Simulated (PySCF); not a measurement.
Species: (FSi)4CH26 adamantane, C₆H₁₂F₄Si₄.
Structure used (PBE0-D3(BJ)/def2-SVP), in Å, numbered top down from 1:
```xyz
26
C6H12F4Si4 angstrom
Si    -1.0817   -1.5382    0.0141
F     -2.0138   -2.8780    0.0241
C      0.0377   -1.5327    1.5119
Si     1.1130   -0.0023    1.5062
F      2.0783   -0.0048    2.8231
C      2.1526    0.0132   -0.0484
Si     1.0455    0.0145   -1.5565
F      1.9561    0.0243   -2.9113
C     -0.0321   -1.5133   -1.5332
C     -0.0466    1.5315   -1.5162
Si    -1.0980    1.5263    0.0307
F     -2.0426    2.8572    0.0549
C     -2.1624   -0.0118    0.0499
C      0.0194    1.5148    1.5305
H      0.6729   -2.4354    1.5056
H     -0.5683   -1.5601    2.4338
H      2.7984    0.9081   -0.0588
H      2.8107   -0.8723   -0.0695
H     -0.6804   -1.5250   -2.4264
H      0.5982   -2.4185   -1.5695
H      0.5748    2.4434   -1.5394
H     -0.6949    1.5496   -2.4093
H     -2.7926   -0.0193    0.9556
H     -2.8391   -0.0115   -0.8219
H      0.6429    2.4255    1.5393
H     -0.5895    1.5208    2.4508
```

Definitions: NICS(0) = −σiso at the ring centroid; NICS(1) = −σiso and NICS(1)zz = −σzz at ±1 Å along the ring normal z. Level: GIAO PBE0/pcSseg-1 (PySCF, non-relativistic, gas phase) on the PBE0-D3(BJ)/def2-SVP geometry, one conformer.

Ring bond lengths (Å), with Mayer bond orders in brackets: Si1–C3 1.870 (0.91), C3–Si4 1.870 (0.91), Si4–C6 1.870 (0.91), C6–Si7 1.871 (0.91), Si7–C9 1.870 (0.91), C9–Si1 1.870 (0.91); Si1–C3 1.870 (0.91), C3–Si4 1.870 (0.91), Si4–C14 1.870 (0.91), C14–Si11 1.870 (0.91), Si11–C13 1.871 (0.91), C13–Si1 1.871 (0.91); Si1–C9 1.870 (0.91), C9–Si7 1.870 (0.91), Si7–C10 1.870 (0.91), C10–Si11 1.870 (0.91), Si11–C13 1.871 (0.91), C13–Si1 1.871 (0.91).

Problem. Give the NICS values of each ring in ppm.

Solution. 
```csv
ring,type,NICS(0),"NICS(1), two faces","NICS(1)zz, two faces",rms pucker (Å),"centre to ring atoms, mean (Å)"
Si1–C3–Si4–C6–Si7–C9,6-membered ring with 3 Si,-4.8,-2.4 / -5.1,3.4 / -5.7,0.31,1.79
Si1–C3–Si4–C14–Si11–C13,6-membered ring with 3 Si,-4.8,-5.1 / -2.4,-5.7 / 3.4,0.31,1.79
Si1–C9–Si7–C10–Si11–C13,6-membered ring with 3 Si,-4.8,-5.1 / -2.4,-5.7 / 3.4,0.31,1.79
```

Problem. What do they say, and how far can they be read as aromaticity?

Solution. 
- Si1–C3–Si4–C6–Si7–C9: mean NICS(1)zz -1.1 ppm, near zero. Si1, C3, Si4, C6, Si7, C9 have four or more neighbours, and the NICS criterion for π rings isn't applied. The two faces differ by 9.1 ppm, so no symmetry operation interchanges them.
- Si1–C3–Si4–C14–Si11–C13: mean NICS(1)zz -1.1 ppm, near zero. Si1, C3, Si4, Si11, C13, C14 have four or more neighbours; no verdict on aromaticity is drawn. The two faces differ by 9.1 ppm, so no symmetry operation interchanges them.
- Si1–C9–Si7–C10–Si11–C13: mean NICS(1)zz -1.1 ppm, near zero. Si1, Si7, C9, C10, Si11, C13 have four or more neighbours, so the value isn't read as a sign of a π ring current. The two faces differ by 9.1 ppm, so no symmetry operation interchanges them.

Problem. What is the mean of the two in-plane components of NICS at the second NICS(1) probe listed for ring Si1–C3–Si4–C14–Si11–C13, 1 Å off the ring?

Solution. The isotropic value is a third of the trace: (3 × -2.4 − (3.4))/2 = -5.3 ppm.

Problem. How shielded are the nuclei of the rings and their hydrogens (means over atoms taken as equivalent)?

Solution. 
```json
{"atoms": "Si1 (×4)", "environment": "silicon bonded to 3 C and F", "σ isotropic (ppm)": "320.5", "principal values of the symmetric part, first atom (ppm)": "296.4, 296.8, 368.5"}
{"atoms": "C3 (×6)", "environment": "carbon bonded to 2 Si and 2 H", "σ isotropic (ppm)": "174.2", "principal values of the symmetric part, first atom (ppm)": "150.8, 178.0, 193.5"}
{"atoms": "H15 (×12)", "environment": "hydrogen on carbon", "σ isotropic (ppm)": "30.83", "principal values of the symmetric part, first atom (ppm)": "27.1, 27.8, 37.6"}
```

Problem. How do the values depend on the level or the medium?

Solution. 
| level | NICS(0), Si1–C3–Si4–C6–Si7–C9 | mean NICS(1)zz, Si1–C3–Si4–C6–Si7–C9 | NICS(0), Si1–C3–Si4–C14–Si11–C13 | mean NICS(1)zz, Si1–C3–Si4–C14–Si11–C13 | NICS(0), Si1–C9–Si7–C10–Si11–C13 | mean NICS(1)zz, Si1–C9–Si7–C10–Si11–C13 |
| --- | --- | --- | --- | --- | --- | --- |
| PBE0/pcSseg-1, gas | -4.8 | -1.1 | -4.8 | -1.1 | -4.8 | -1.1 |
| wB97X-D/pcSseg-1, gas | -4.7 | -1.1 | -4.7 | -1.1 | -4.7 | -1.1 |

The geometry is the same throughout.
